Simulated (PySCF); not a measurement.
PySCF 2.14 output of an unrestricted BP86 calculation on a single atom or ion in aug-cc-pVDZ, with the non-relativistic Hamiltonian (point nucleus):

```
SCF conv_tol = 1e-09
number electrons alpha = 12  beta = 9
    A. D. Becke.,  Phys. Rev. A 38, 3098 (1988)
    J. P. Perdew.,  Phys. Rev. B 33, 8822 (1986)
cycle= 1 E= -943.215071280435  delta_E= -0.00256  |g|= 0.014  |ddm|= 1.56
cycle= 2 E= -943.215109534812  delta_E= -3.83e-05  |g|= 0.00992  |ddm|= 0.141
cycle= 3 E= -943.215151494761  delta_E= -4.2e-05  |g|= 0.000105  |ddm|= 0.0602
cycle= 4 E= -943.215151499337  delta_E= -4.58e-09  |g|= 7.09e-07  |ddm|= 0.00066
cycle= 5 E= -943.215151499338  delta_E= -1.59e-12  |g|= 2.24e-08  |ddm|= 3.78e-06
converged SCF energy = -943.215151499338  <S^2> = 3.7503423  2S+1 = 4.0001711
```

The run itself started from symmetry-adapted Hartree-Fock orbitals and held the occupation by maximum overlap, on a logarithmic radial grid, so the iterations belong to that start.

Q: Which element, charge and spin multiplicity is this?

A: V²⁺ (vanadium, charge +2), multiplicity 4; the state was [Ar] 3d3, high-spin 4F determinant.
